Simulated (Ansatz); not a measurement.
`OBBS`. Charge 0, multiplicity 1. Geometry: relaxed with PBE0-D4/def2-TZVP. It is one conformer, not always the lowest.

```xyz
8

O     1.663    0.269   -0.935
B     0.394    0.627   -0.616
B    -0.628   -0.448    0.186
S    -0.581   -0.558    1.953
H     2.143    0.951   -1.411
H     0.006    1.725   -0.943
H    -1.432   -1.114   -0.397
H    -1.565   -1.452    2.163
```

Question: What is the dipole moment at PBE/def2-TZVPP? (An estimate is asked.)

Answer: The calculation gave: 0.73 D, with components (0.15, 0.48, -0.54) D in this frame, pointing from negative to positive charge.

Question: And with r2SCAN, B3LYP, ωB97M-V? (Best estimate.)

Answer: Ansatz gave: r2SCAN 0.82 D, B3LYP 0.84 D, ωB97M-V 0.85 D.

Question: Give the Mulliken charges with PBE, ωB97M-V, B3LYP in def2-TZVPP. (Estimate.)

Answer: Ansatz gave: 
| atom | PBE | ωB97M-V | B3LYP |
| --- | --- | --- | --- |
| O1 | -0.21 | -0.24 | -0.25 |
| B2 | 0.03 | 0.04 | 0.06 |
| B3 | 0.00 | -0.09 | -0.01 |
| S4 | -0.12 | -0.11 | -0.13 |
| H5 | 0.20 | 0.19 | 0.20 |
| H6 | -0.04 | 0.02 | -0.02 |
| H7 | 0.03 | 0.08 | 0.04 |
| H8 | 0.12 | 0.12 | 0.11 |

B3LYP here is the variant with VWN-RPA as its local correlation; programs differ in this.
